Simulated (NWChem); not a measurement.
**C2H6SSi (SMILES C[Si]SC): entropy by statistical mechanics**

A singlet with charge 0, relaxed at B97-3/STO-6G (NWChem 7.3.0):

```xyz
10

C     1.1291   -1.5249    0.0000
Si   -0.7407   -1.1415    0.0000
S    -0.7017    0.9636    0.0000
C     1.0169    1.5685    0.0000
H     1.6411   -1.1229   -0.8773
H     1.6411   -1.1229    0.8773
H     1.2943   -2.6033    0.0000
H     1.5741    1.2440   -0.8852
H     1.5741    1.2440    0.8852
H     0.9969    2.6627    0.0000
```

Harmonic wavenumbers in cm⁻¹: 132, 165, 191, 251, 321, 584, 756, 803, 843, 941, 1059, 1073, 1514, 1555, 1693, 1698, 1712, 1731, 3325, 3329, 3488, 3494, 3504, 3505.

Masses in u: C 12.011, Si 28.085, S 32.06, H 1.008. Take T = 298.15 K, p = 1 bar, R = 8.3145 J/(mol K), kT/hc = 207.22 cm⁻¹, rigid rotor and harmonic oscillator.

Problem. Compute the standard molar entropy.

Solution. 
1. Translation (Sackur–Tetrode): S = R[3/2 ln M + 5/2 ln T − 1.1517] with M = 90.215 gives 165.0 J/(mol K).
2. Rotation: principal moments 74.328, 146.613, 214.678 u Å² give A, B, C = 0.2268, 0.115, 0.0785 cm⁻¹; the symmetry number is σ = 1; q = (√π/σ)√((kT/hc)³/ABC) = 116847; S = R(ln q + 3/2) = 109.5.
3. Vibration: with u = ν̃/207.22, each mode gives R[u/(eᵘ − 1) − ln(1 − e⁻ᵘ)]; the sum is 50.5, most from 132 cm⁻¹ (12.2), 165 cm⁻¹ (10.4), 191 cm⁻¹ (9.3).
4. Spin: R ln 1 = 0.0.
5. Sum: 165.0 + 109.5 + 50.5 + 0.0 = 325.0 J/(mol K).

No measured value is set beside it here. Where a soft mode is a torsion, a harmonic oscillator describes it poorly.
